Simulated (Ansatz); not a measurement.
Mulliken charges of `[CH3][Ge]([Cl])([Cl])[Cl]` from ωB97M-V/def2-TZVPP in Ansatz (PBE0-D4/def2-TZVP geometry).

```tsv
atom	x (Å)	y (Å)	z (Å)	charge (e)
C1	-0.722	-0.205	0.818	-0.387
Ge2	0.537	0.134	-0.599	0.662
Cl3	2.176	-1.234	-0.527	-0.240
Cl4	-0.381	-0.061	-2.517	-0.241
Cl5	1.341	2.108	-0.468	-0.241
H6	-1.109	-1.218	0.714	0.149
H7	-1.537	0.515	0.747	0.149
H8	-0.213	-0.097	1.776	0.149
```

Q: By hand: the dipole of these point charges (1 e Å = 4.8032 D).

A: Σ q r = (-0.545, -0.148, 0.615) e Å, of length 0.835 e Å = 4.01 D.

Q: How does the dipole of the full density compare? (Estimate.)

A: Ansatz gave: (-0.356, -0.096, 0.401) e Å, 2.62 D; the point charges give 1.53 times that, at 0° from its direction.

Point charges leave out the atoms' own dipoles, such as those of lone pairs, and Mulliken's split depends on the basis, so the two needn't agree.
